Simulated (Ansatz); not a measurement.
The geometry has C3 symmetry (within 0.05 Å) and had no frequency check at the DFT level, so a distortion to lower symmetry isn't ruled out.

Species: CH₃F₃GeO₃, SMILES `[OH][Ge]([OH])([OH])[C](F)(F)F` (charge 0, multiplicity 1).

Task: Give a relaxed geometry from B3LYP-D3(BJ)/def2-SVP (Ansatz, an electronic-structure program).

Result: One answer among several that fit: the end point of this relaxation, one of several conformers (outside a Z-matrix the atoms follow the SMILES, hydrogens last).
Cartesian coordinates (Å) in one orientation:
```xyz
11

O     -1.134    -1.290    -0.905
Ge    -0.398     0.065    -0.040
O     -0.656     1.557    -0.953
O     -1.132     0.214     1.561
C      1.561    -0.260     0.160
F      2.147     0.735     0.846
F      1.795    -1.407     0.817
F      2.161    -0.342    -1.039
H     -1.493    -1.022    -1.763
H     -1.083     2.242    -0.419
H     -1.770    -0.493     1.735
```
